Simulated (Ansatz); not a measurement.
Reactions of `CN=C[Se][AlH2]`.

Gas-phase electronic energies from Ansatz, PBE0-D4/def2-TZVP geometries. CCSD(T)/CBS is the MP2 limit (def2-TZVPP, def2-QZVPP) plus CCSD(T) − MP2 in def2-TZVPP, frozen cores. This one scheme is used for every species. Double bonds are as drawn, so ΔE can hold a change between cis and trans. Functionals use def2-TZVPP. For Se outer-core shells are correlated without core-valence functions, which leaves a few kJ/mol of doubt a bond. Scalar relativity is left out up to krypton. One conformer a species, not always the lowest.

```
                                                         reaction  MP2/CBS(def2) (kJ/mol)  B2PLYP (kJ/mol)
          `C/N=C\[Se][AlH2]` + SiH₄ → `[AlH2][Se][SiH3]` + `C=NC`                     -97              -92
                 `C/N=C\[Se][AlH2]` + H₂ → `[AlH2][SeH]` + `C=NC`                     -40              -57
`C/N=C\[Se][AlH2]` + `NB(O)F` → `OB(F)[NH][AlH2]` + `C/N=C/[SeH]`                      24               13
               `C/N=C\[Se][AlH2]` + H₂ → `C/N=C/[SeH]` + `[AlH3]`                     120               98
   `C/N=C\[Se][AlH2]` + `C=CCO` → `C=CC[O][AlH2]` + `C/N=C/[SeH]`                     -10              -23
```

Question: Give the CCSD(T)/CBS values in the same order. (Estimate.)

Answer: Ansatz gave: -97, -52, 21, 110, -12 kJ/mol.

Largest T1 diagnostic: 0.013, for `C/N=C\[Se][AlH2]`.
